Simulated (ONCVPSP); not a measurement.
Reading a pseudo-wave (Be)

Columns: radius, all-electron u(r) and pseudo u(r) of the 2s shell (level -5.60 eV) of beryllium in the configuration [He] 2s2; LDA (Perdew-Wang 92), scalar-relativistic, ONCV scheme, ONCVPSP 4.0.1.

```tsv
r (bohr)	all-electron	pseudo
0.098	-0.1950	0.0250
0.195	-0.2543	0.0504
0.292	-0.2382	0.0775
0.390	-0.1798	0.1073
0.488	-0.1001	0.1403
0.585	-0.0126	0.1766
0.682	0.0759	0.2162
0.780	0.1618	0.2587
0.878	0.2415	0.3029
0.975	0.3130	0.3472
1.072	0.3766	0.3914
1.170	0.4326	0.4349
1.268	0.4806	0.4766
1.365	0.5205	0.5148
1.463	0.5537	0.5489
1.560	0.5800	0.5771
1.658	0.6004	0.5992
1.755	0.6151	0.6148
1.852	0.6249	0.6249
1.950	0.6304	0.6304
2.047	0.6320	0.6320
2.145	0.6301	0.6301
2.242	0.6254	0.6254
2.340	0.6180	0.6180
2.438	0.6084	0.6084
2.535	0.5971	0.5971
```

Problem. How many radial nodes do the two functions have?

Solution. The all-electron 2s function has n − l − 1 = 1; the pseudo-wave has 0, since the states of the same l below it are removed with the core.

Problem. At about which radius was the pseudo-wave matched?

Solution. 1.95 bohr. The columns agree to 0.0005 from 1.75 bohr on; several derivatives are matched, so the curves merge somewhat inside the radius.

Problem. Where does each function peak?

Solution. Outermost all-electron maximum near 2.05 bohr, pseudo maximum near 2.05 bohr (to the table’s step).

Problem. Is the pseudo-wave norm-conserving?

Solution. Yes: the ONCV scheme keeps the norm inside the radius equal to the all-electron one, which fixes the energy derivative of the logarithmic derivative at the level.
